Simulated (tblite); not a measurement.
Record of a relaxation.

Compound: C4H11FO2Si.
SMILES with atom numbers: `[CH3:1][O:2][Si@@H:3]([F:4])[O:5][CH:6]([CH3:7])[CH3:8]` (hydrogens: H9, H10, H11 on C1; H12 on Si3; H13 on C6; H14, H15, H16 on C7; H17, H18, H19 on C8)

Computed with GFN2-xTB (tblite), gas phase: L-BFGS steps from a force-field or distance-geometry start until the largest atomic force falls under 0.01 eV/Å. 6 of its 104 geometries are shown.

Step 0: E = -786.1947 eV, largest atomic force 3.826 eV/Å
```
atom  x, y, z in Å  |  force x, y, z in eV/Å
C1      2.833    0.398   -0.449   -0.110   1.306  -0.570
O2      2.779   -0.513    0.594   -2.656  -1.558   0.489
Si3     1.215   -1.198    0.547    0.416   1.440  -0.013
F4      0.621   -1.568    2.047    0.735   0.369  -1.339
O5      0.210    0.027   -0.159    2.300  -2.620   1.576
C6     -1.126   -0.106    0.192   -1.194   0.128   0.130
C7     -1.941   -0.270   -1.080   -0.204  -1.369   0.115
C8     -1.564    1.174    0.842   -1.491   1.238   1.065
H9      2.535   -0.094   -1.397    0.350   0.541   0.309
H10     3.862    0.775   -0.500   -0.292   0.027  -0.096
H11     2.092    1.223   -0.215    1.079  -0.541  -0.642
H12     1.226   -2.412   -0.287   -0.107   0.410   0.445
H13    -1.290   -0.967    0.876   -0.083   0.427  -0.430
H14    -1.626    0.503   -1.785   -0.264  -0.342   0.019
H15    -3.023   -0.185   -0.812    0.917  -0.259  -0.609
H16    -1.676   -1.305   -1.431   -0.620   1.068  -0.272
H17    -2.611    1.437    0.505    1.116  -0.086   0.317
H18    -0.889    1.993    0.556   -0.296  -0.295   0.202
H19    -1.640    1.099    1.949    0.404   0.116  -0.696
```

Step 21: E = -787.3592 eV, largest atomic force 0.149 eV/Å
```
atom  x, y, z in Å  |  force x, y, z in eV/Å
C1      2.962    0.481   -0.503   -0.004   0.003  -0.015
O2      2.586   -0.493    0.431    0.061  -0.049  -0.010
Si3     1.183   -1.269    0.546   -0.019   0.054   0.071
F4      1.073   -1.663    2.096    0.020  -0.005   0.036
O5      0.047   -0.217    0.135   -0.059  -0.054  -0.021
C6     -1.356   -0.131    0.259   -0.034   0.040   0.026
C7     -1.987   -0.307   -1.121    0.036  -0.019   0.049
C8     -1.646    1.230    0.887   -0.033   0.076  -0.003
H9      2.825    0.114   -1.522    0.042   0.006   0.004
H10     4.014    0.719   -0.339   -0.041  -0.017   0.018
H11     2.356    1.380   -0.372    0.036  -0.003  -0.022
H12     1.151   -2.531   -0.162   -0.021  -0.016  -0.068
H13    -1.720   -0.933    0.916    0.053   0.024  -0.015
H14    -1.661    0.484   -1.794    0.010  -0.041   0.047
H15    -3.074   -0.298   -1.058    0.109   0.010   0.047
H16    -1.661   -1.267   -1.515   -0.056   0.032  -0.121
H17    -2.654    1.568    0.670   -0.093  -0.096   0.066
H18    -0.952    1.958    0.477    0.018   0.023  -0.039
H19    -1.496    1.185    1.963   -0.025   0.030  -0.049
```

Step 41: E = -787.4070 eV, largest atomic force 0.139 eV/Å
```
atom  x, y, z in Å  |  force x, y, z in eV/Å
C1      3.039    0.435   -0.513    0.002   0.037  -0.023
O2      2.611   -0.557    0.375    0.018   0.011   0.001
Si3     1.177   -1.263    0.538    0.043   0.016  -0.004
F4      1.157   -1.704    2.080   -0.027   0.026   0.042
O5      0.060   -0.155    0.223   -0.001  -0.024  -0.060
C6     -1.347   -0.116    0.285   -0.069   0.074   0.031
C7     -1.950   -0.279   -1.107   -0.005  -0.030  -0.016
C8     -1.749    1.232    0.875   -0.035   0.117   0.066
H9      3.000    0.079   -1.544    0.012  -0.033  -0.007
H10     4.067    0.700   -0.262    0.015  -0.071   0.035
H11     2.417    1.328   -0.429   -0.063  -0.012  -0.002
H12     1.054   -2.518   -0.179   -0.020   0.069  -0.071
H13    -1.703   -0.927    0.932    0.004  -0.012   0.019
H14    -1.622    0.531   -1.754    0.038  -0.022   0.001
H15    -3.034   -0.251   -1.033   -0.014  -0.009  -0.018
H16    -1.656   -1.226   -1.547    0.065  -0.030  -0.005
H17    -2.831    1.351    0.839    0.085   0.004   0.004
H18    -1.277    2.032    0.305   -0.077  -0.054   0.002
H19    -1.422    1.317    1.908    0.030  -0.055   0.006
```

Step 62: E = -787.4316 eV, largest atomic force 0.041 eV/Å
```
atom  x, y, z in Å  |  force x, y, z in eV/Å
C1      3.086    0.395   -0.521   -0.003   0.002  -0.004
O2      2.607   -0.556    0.384    0.002  -0.004   0.036
Si3     1.149   -1.212    0.510   -0.027   0.014  -0.006
F4      1.095   -1.710    2.033    0.016  -0.015   0.013
O5      0.056   -0.066    0.251   -0.026  -0.008   0.002
C6     -1.356   -0.083    0.304   -0.006  -0.007  -0.024
C7     -1.910   -0.289   -1.103   -0.002   0.003   0.012
C8     -1.812    1.241    0.908    0.029  -0.020  -0.009
H9      3.126   -0.018   -1.531    0.007  -0.020  -0.016
H10     4.091    0.677   -0.208    0.009   0.005   0.014
H11     2.443    1.277   -0.526    0.004   0.013  -0.019
H12     0.965   -2.407   -0.290    0.018  -0.019  -0.032
H13    -1.683   -0.910    0.949    0.029   0.023  -0.004
H14    -1.559    0.507   -1.756   -0.025  -0.012   0.016
H15    -2.997   -0.282   -1.079    0.026   0.001  -0.016
H16    -1.568   -1.241   -1.503   -0.015   0.018   0.022
H17    -2.889    1.246    1.046   -0.002  -0.001  -0.022
H18    -1.526    2.061    0.253   -0.017   0.000   0.021
H19    -1.329    1.379    1.871   -0.015   0.025   0.015
```

Step 82: E = -787.4409 eV, largest atomic force 0.027 eV/Å
```
atom  x, y, z in Å  |  force x, y, z in eV/Å
C1      3.146    0.364   -0.521    0.004   0.008  -0.011
O2      2.589   -0.463    0.457    0.008  -0.013  -0.022
Si3     1.150   -1.175    0.473   -0.003   0.020   0.012
F4      1.102   -1.808    1.944   -0.009   0.001  -0.005
O5      0.030   -0.038    0.297   -0.006   0.008   0.001
C6     -1.380   -0.070    0.336   -0.018  -0.005  -0.012
C7     -1.923   -0.298   -1.071   -0.005  -0.004  -0.010
C8     -1.864    1.254    0.918   -0.003   0.003   0.006
H9      3.270   -0.181   -1.460    0.012   0.007   0.010
H10     4.122    0.695   -0.164   -0.005  -0.001   0.012
H11     2.510    1.233   -0.700    0.011  -0.005  -0.002
H12     1.025   -2.292   -0.446   -0.013  -0.006  -0.001
H13    -1.701   -0.892    0.990    0.017  -0.006  -0.002
H14    -1.579    0.498   -1.727   -0.005  -0.004  -0.004
H15    -3.010   -0.301   -1.058    0.009  -0.008   0.003
H16    -1.567   -1.248   -1.460   -0.012   0.005   0.012
H17    -2.943    1.238    1.047    0.021  -0.008  -0.003
H18    -1.597    2.073    0.255    0.013  -0.006   0.003
H19    -1.391    1.419    1.882   -0.017   0.014   0.014
```

Step 103: E = -787.4448 eV, largest atomic force 0.009 eV/Å
```
atom  x, y, z in Å  |  force x, y, z in eV/Å
C1      3.206    0.350   -0.523    0.000   0.002   0.004
O2      2.588   -0.458    0.434   -0.002  -0.003   0.002
Si3     1.139   -1.144    0.428   -0.003  -0.001   0.001
F4      1.081   -1.814    1.883    0.003  -0.001   0.000
O5      0.022    0.002    0.292   -0.001   0.002  -0.003
C6     -1.388   -0.059    0.352   -0.001   0.001  -0.001
C7     -1.946   -0.315   -1.044   -0.001   0.001  -0.001
C8     -1.893    1.260    0.928    0.000   0.002  -0.001
H9      3.426   -0.226   -1.425    0.006  -0.001   0.002
H10     4.139    0.719   -0.094    0.005  -0.001   0.001
H11     2.571    1.196   -0.790   -0.009   0.002   0.002
H12     0.992   -2.238   -0.515    0.003   0.000  -0.002
H13    -1.679   -0.882    1.018    0.002   0.000   0.001
H14    -1.615    0.471   -1.718   -0.007   0.002  -0.005
H15    -3.031   -0.329   -1.018    0.000  -0.004   0.004
H16    -1.586   -1.269   -1.419   -0.004   0.000  -0.001
H17    -2.976    1.242    1.007    0.004   0.001   0.003
H18    -1.594    2.083    0.283    0.001  -0.002   0.000
H19    -1.467    1.419    1.915    0.005   0.000  -0.006
```

**Question.** Summarise the path.

**Answer.** The energy falls by 1.2501 eV from step 0 to step 103; nine tenths of that is first reached at step 14. It falls at every step. The largest force goes from 3.826 to 0.009 eV/Å. Among the bonds Si3–O5 changes most, from 1.734 to 1.606 Å; the atoms move by 0.467 Å rms after alignment.

**Question.** Follow the three bonds and two angles with the largest change from start to end.

**Answer.** 
| step | E above end (eV) | largest force (eV/Å) | Si3–O5 (Å) | O2–Si3 (Å) | Si3–F4 (Å) | C1–O2–Si3 (°) | Si3–O5–C6 (°) |
| --- | --- | --- | --- | --- | --- | --- | --- |
| 0 | 1.2501 | 3.826 | 1.734 | 1.708 | 1.655 | 106.2 | 112.8 |
| 4 | 0.4739 | 0.629 | 1.613 | 1.610 | 1.589 | 111.2 | 121.6 |
| 9 | 0.2384 | 0.403 | 1.609 | 1.613 | 1.607 | 118.9 | 127.3 |
| 13 | 0.1283 | 0.238 | 1.603 | 1.608 | 1.605 | 127.0 | 133.7 |
| 18 | 0.0964 | 0.124 | 1.602 | 1.609 | 1.604 | 127.4 | 135.4 |
| 22 | 0.0825 | 0.146 | 1.601 | 1.607 | 1.603 | 128.6 | 137.0 |
| 27 | 0.0696 | 0.149 | 1.602 | 1.607 | 1.603 | 128.7 | 137.4 |
| 31 | 0.0616 | 0.128 | 1.601 | 1.606 | 1.604 | 129.5 | 136.9 |
| 36 | 0.0495 | 0.130 | 1.605 | 1.607 | 1.606 | 129.9 | 136.2 |
| 40 | 0.0405 | 0.130 | 1.604 | 1.606 | 1.604 | 130.0 | 135.0 |
| 45 | 0.0294 | 0.119 | 1.608 | 1.605 | 1.604 | 130.3 | 133.5 |
| 49 | 0.0198 | 0.084 | 1.606 | 1.604 | 1.603 | 129.5 | 132.4 |
| 54 | 0.0156 | 0.034 | 1.606 | 1.604 | 1.604 | 129.9 | 131.8 |
| 58 | 0.0143 | 0.042 | 1.605 | 1.605 | 1.604 | 129.5 | 131.6 |
| 63 | 0.0127 | 0.049 | 1.606 | 1.604 | 1.603 | 129.8 | 131.7 |
| 67 | 0.0109 | 0.061 | 1.605 | 1.606 | 1.604 | 129.3 | 131.4 |
| 72 | 0.0077 | 0.058 | 1.605 | 1.603 | 1.603 | 129.5 | 131.5 |
| 76 | 0.0055 | 0.051 | 1.604 | 1.603 | 1.602 | 129.1 | 132.0 |
| 81 | 0.0040 | 0.034 | 1.605 | 1.605 | 1.602 | 128.8 | 132.7 |
| 85 | 0.0034 | 0.024 | 1.605 | 1.605 | 1.603 | 128.9 | 132.6 |
| 90 | 0.0023 | 0.050 | 1.605 | 1.605 | 1.602 | 129.0 | 132.2 |
| 94 | 0.0012 | 0.044 | 1.607 | 1.604 | 1.603 | 129.4 | 131.3 |
| 99 | 0.0001 | 0.018 | 1.606 | 1.604 | 1.603 | 130.2 | 131.3 |
| 103 | 0.0000 | 0.009 | 1.606 | 1.603 | 1.603 | 130.2 | 131.2 |

The cost below is that of the whole relaxation. The run took 0.77 s on one thread of an Arm Neoverse V1 (shared host).
